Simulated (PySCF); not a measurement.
Stationary points of SnCl3

Level of theory: PySCF, PBE0, basis Sn def2-SVP with ECP28, Cl def2-SVP (scalar-relativistic core potentials, no spin–orbit coupling, density fitting).

Relaxations began from a few typed shapes; open shells are unrestricted. The search is not exhaustive: other isomers or separated fragments can lie lower, and high-lying points may rest on an excited occupation.

(1) Which is the lowest minimum found?
A. doublet C3v: Sn–Cl 2.362 Å (×3); Cl–Sn–Cl 107.8° (×3)
B. doublet D3h: Sn–Cl 2.421 Å (×3); Cl–Sn–Cl 120.0° (×3)

Answers

(1) A. The others lie at 52.7 (doublet D3h, a saddle point) kJ/mol above it.

For the lowest minimum: with an element this heavy the missing spin–orbit coupling can shift these numbers.
